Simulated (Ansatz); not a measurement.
Computed with Ansatz on PBE0-D4/def2-TZVP structures; ΔE is electronic, products minus reactants. CCSD(T)/CBS is the MP2 limit (def2-TZVPP, def2-QZVPP) plus CCSD(T) − MP2 in def2-TZVPP, frozen cores. This one scheme is used for every species. Functionals use def2-TZVPP. For Ga outer-core shells are correlated without core-valence functions, which leaves a few kJ/mol of doubt a bond. Scalar relativity is left out up to krypton. One conformer a species, not always the lowest.

`[NH2][Ga]([SiH3])[BH]F` + `OBO` → `OBOBF` + `[NH2][GaH][SiH3]`  (cleavage of the B–Ga bond)

`[NH2][Ga]([SiH3])[BH]F`:

Z-matrix (Å, degrees):
```
Si
Ga 1 2.414
H 1 1.491 2 111.2
H 1 1.491 2 111.2 3 -119.0
H 1 1.491 2 112.2 3 120.5
B 2 2.115 1 128.2 3 61.7
N 2 1.822 1 113.3 3 -120.4
F 6 1.325 2 120.1 1 -86.2
H 6 1.207 2 124.9 1 91.6
H 7 1.006 2 125.0 1 179.4
H 7 1.006 2 123.3 1 1.5
```

`OBO`:

Z-matrix (Å, degrees):
```
B
O 1 1.353
O 1 1.364 2 119.3
H 1 1.198 2 118.4 3 180.0
H 2 0.963 1 112.3 3 0.0
H 3 0.958 1 113.2 2 180.0
```

`OBOBF`:

Cartesian coordinates in Å:
```
O 0.874 0.600 -1.241
B 0.370 0.921 -0.029
O -0.013 -0.088 0.806
B -0.655 -1.264 0.685
F -1.496 -1.462 -0.321
H 1.144 1.366 -1.751
H 0.288 2.053 0.353
H -0.512 -2.126 1.498
```

`[NH2][GaH][SiH3]`:

Z-matrix (Å, degrees):
```
Si
Ga 1 2.403
H 1 1.490 2 111.0
H 1 1.490 2 111.8 3 -120.4
H 1 1.490 2 111.0 3 119.2
N 2 1.817 1 117.0 3 120.3
H 2 1.567 1 127.6 3 -59.7
H 6 1.006 2 124.0 1 -0.0
H 6 1.006 2 124.1 1 -180.0
```

Question: Is it downhill or uphill in electronic energy at CCSD(T)/CBS, and by how much? (Estimate.)

Answer: Ansatz gave: Downhill: ΔE = -149.7 kJ/mol.

Question: What do these levels give: r2SCAN-D4, ωB97M-V, PBE0, CCSD/def2-TZVPP, CCSD(T)/def2-TZVPP, CCSD/CBS(def2)? (An estimate is asked.)

Answer: Computed: r2SCAN-D4 -154.2, ωB97M-V -154.5, PBE0 -146.5, CCSD/def2-TZVPP -152.7, CCSD(T)/def2-TZVPP -150.2, CCSD/CBS(def2) -152.3 kJ/mol.

Largest T1 diagnostic among the species: 0.015.

In def2-TZVPP, CCSD(T) changes the Hartree–Fock value by +25.1 kJ/mol (the triples alone add +2.5 kJ/mol) and MP2 by +21.5 kJ/mol. From PBE to PBE0 (25 % exact exchange), in def2-TZVPP and without D4, ΔE moves by −7.4 kJ/mol.
